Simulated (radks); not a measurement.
Results of a calculation; reference values are marked as such.
Pd II, 45 electrons, occupied as [Kr] 4d8 5p1 (not the ground configuration).

Code: a radial shooting solver on a logarithmic mesh with Libxc functionals. Model: Dirac Kohn-Sham, BLYP, spin-unpolarised, spherical densities, point nucleus; open shells are shared between the two j in proportion to 2j + 1.

Energy parts (eV):
| part | energy |
|---|---|
| total | -137331.059 |
| kinetic | 143454.766 |
| electron-nucleus | -332137.609 |
| Hartree | 55274.867 |
| exchange-correlation | -3923.082 |

Orbitals (lengths in bohr, moments of r in powers of bohr; r(90%) holds 90 % of the orbital's charge):
\begin{tabular}{lrrrrr}
orbital & occ. & eigenvalue (eV) & r(90%) & <1/r> & <r^4> \\ \hline
1s1/2 & 2 & -24174.08 & 0.0571 & 48.24 & 4.881e-06 \\
2s1/2 & 2 & -3543.487 & 0.214 & 11.09 & 0.0008734 \\
2p1/2 & 2 & -3288.348 & 0.192 & 11.07 & 0.0005709 \\
2p3/2 & 4 & -3128.864 & 0.198 & 10.43 & 0.0006541 \\
3s1/2 & 2 & -652.8047 & 0.559 & 3.862 & 0.04167 \\
3p1/2 & 2 & -552.1295 & 0.560 & 3.767 & 0.04160 \\
3p3/2 & 4 & -524.3355 & 0.576 & 3.612 & 0.04641 \\
3d3/2 & 4 & -345.9982 & 0.564 & 3.444 & 0.04305 \\
3d5/2 & 6 & -340.4552 & 0.569 & 3.404 & 0.04458 \\
4s1/2 & 2 & -102.2291 & 1.37 & 1.470 & 1.521 \\
4p1/2 & 2 & -70.9632 & 1.50 & 1.349 & 2.175 \\
4p3/2 & 4 & -66.4230 & 1.54 & 1.300 & 2.457 \\
4d3/2 & 3.2 & -19.5316 & 2.20 & 0.9733 & 10.61 \\
4d5/2 & 4.8 & -19.0113 & 2.23 & 0.9601 & 11.23 \\
5p1/2 & 0.333333 & -8.2360 & 5.13 & 0.3696 & 290.9 \\
5p3/2 & 0.666667 & -7.9236 & 5.27 & 0.3578 & 325.5 \\
\end{tabular}

The highest occupied level is 5p3/2 at -7.924 eV. Summed over all electrons, <r^2> = 45.14 bohr^2, which gives a Langevin (diamagnetic) susceptibility term of -35.8 x 10^-6 cm^3/mol.
